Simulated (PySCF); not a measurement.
A series of related molecules.

All values: PBE0/pcSseg-1 (PySCF) at GFN2-xTB geometries, gas phase, one conformer each.

**Question.** Rank by dipole moment, lowest first.
A. `[SiH3:1][S:2]/[C:3]([SiH3:4])=[CH:5]\[S:6][SiH2:7][Cl:8]` with Si1–S2–C3–Si4 104°, C3–C5–S6–Si7 -51°, C5–S6–Si7–Cl8 -31°
B. `[CH:1]#[C:2]/[C:3]([SiH3:4])=[CH:5]/[S:6][SiH2:7][Cl:8]` with C3–C5–S6–Si7 180°, C5–S6–Si7–Cl8 179°
C. `[SiH3:1]/[CH:2]=[CH:3]\[S:4][SiH2:5][Cl:6]` with C2–C3–S4–Si5 -166°, C3–S4–Si5–Cl6 -179°
D. `[CH3:1][C:2]#[C:3]/[C:4]([SiH3:5])=[CH:6]/[S:7][SiH2:8][Cl:9]` with C4–C6–S7–Si8 -169°, C6–S7–Si8–Cl9 177°

**Answer.** A (1.40 D), B (1.62 D), C (2.15 D), D (2.46 D).

**Question.** Rank by LUMO energy, highest first.
A. `C#C/C([SiH3])=C/S[SiH2]Cl`
B. `Cl[SiH2]S/C=C\[SiH3]`
C. `S(/C=C(/C#CC)[SiH3])[SiH2]Cl`
D. `CC(C)/C([SiH3])=C/S[SiH2]Cl`

**Answer.** D (-0.63 eV), B (-0.78 eV), C (-1.15 eV), A (-1.37 eV).

All values together:

| SMILES | change | formula | μ (D) | HOMO (eV) | LUMO (eV) | lowest IAO charge (e) | highest IAO charge (e) | lowest Hirshfeld charge (e) | highest Hirshfeld charge (e) |
| --- | --- | --- | --- | --- | --- | --- | --- | --- | --- |
| [SiH3]/C=C\S[SiH2]Cl | parent | C2H7ClSSi2 | 2.15 | -6.89 | -0.78 | -0.449 (C) | +0.749 (Si) | -0.155 (C) | +0.325 (Si) |
| CC(C)/C([SiH3])=C/S[SiH2]Cl | H on C replaced by iPr | C5H13ClSSi2 | 2.54 | -6.66 | -0.63 | -0.417 (C) | +0.749 (Si) | -0.118 (C) | +0.322 (Si) |
| [SiH3]S/C([SiH3])=C\S[SiH2]Cl | H on C replaced by SSiH3 | C2H9ClS2Si3 | 1.40 | -6.98 | -1.12 | -0.386 (C) | +0.725 (Si) | -0.113 (C) | +0.305 (Si) |
| CC#C/C([SiH3])=C/S[SiH2]Cl | H on C replaced by propynyl | C5H9ClSSi2 | 2.46 | -6.29 | -1.15 | -0.434 (C) | +0.752 (Si) | -0.098 (C) | +0.328 (Si) |
| [SiH3]/C(=C\S[SiH2]Cl)C(Cl)(Cl)Cl | H on C replaced by CCl3 | C3H6Cl4SSi2 | 2.09 | -7.17 | -1.39 | -0.308 (C) | +0.752 (Si) | -0.139 (C) | +0.335 (Si) |
| C#C/C([SiH3])=C/S[SiH2]Cl | H on C replaced by ethynyl | C4H7ClSSi2 | 1.62 | -6.58 | -1.37 | -0.298 (C) | +0.753 (Si) | -0.115 (C) | +0.331 (Si) |

Conformers: `[SiH3:1]/[CH:2]=[CH:3]\[S:4][SiH2:5][Cl:6]` with C2–C3–S4–Si5 -166°, C3–S4–Si5–Cl6 -179°; `[CH3:1][CH:2]([CH3:3])/[C:4]([SiH3:5])=[CH:6]/[S:7][SiH2:8][Cl:9]` with C1–C2–C4–Si5 60°, C4–C6–S7–Si8 157°, C6–S7–Si8–Cl9 178°; `[SiH3:1][S:2]/[C:3]([SiH3:4])=[CH:5]\[S:6][SiH2:7][Cl:8]` with Si1–S2–C3–Si4 104°, C3–C5–S6–Si7 -51°, C5–S6–Si7–Cl8 -31°; `[CH3:1][C:2]#[C:3]/[C:4]([SiH3:5])=[CH:6]/[S:7][SiH2:8][Cl:9]` with C4–C6–S7–Si8 -169°, C6–S7–Si8–Cl9 177°; `[SiH3:1]/[C:2](=[CH:3]\[S:4][SiH2:5][Cl:6])[C:7]([Cl:8])([Cl:9])[Cl:10]` with C2–C3–S4–Si5 177°, C3–S4–Si5–Cl6 180°; `[CH:1]#[C:2]/[C:3]([SiH3:4])=[CH:5]/[S:6][SiH2:7][Cl:8]` with C3–C5–S6–Si7 180°, C5–S6–Si7–Cl8 179°.

**Question.** Give the shifts from the parent, `[SiH3]/C=C\S[SiH2]Cl`.

**Answer.** 
| SMILES | change in μ (D) | change in HOMO (eV) | change in LUMO (eV) |
| --- | --- | --- | --- |
| CC(C)/C([SiH3])=C/S[SiH2]Cl | +0.39 | +0.23 | +0.15 |
| [SiH3]S/C([SiH3])=C\S[SiH2]Cl | -0.75 | -0.09 | -0.34 |
| CC#C/C([SiH3])=C/S[SiH2]Cl | +0.31 | +0.60 | -0.37 |
| [SiH3]/C(=C\S[SiH2]Cl)C(Cl)(Cl)Cl | -0.06 | -0.28 | -0.61 |
| C#C/C([SiH3])=C/S[SiH2]Cl | -0.53 | +0.31 | -0.59 |
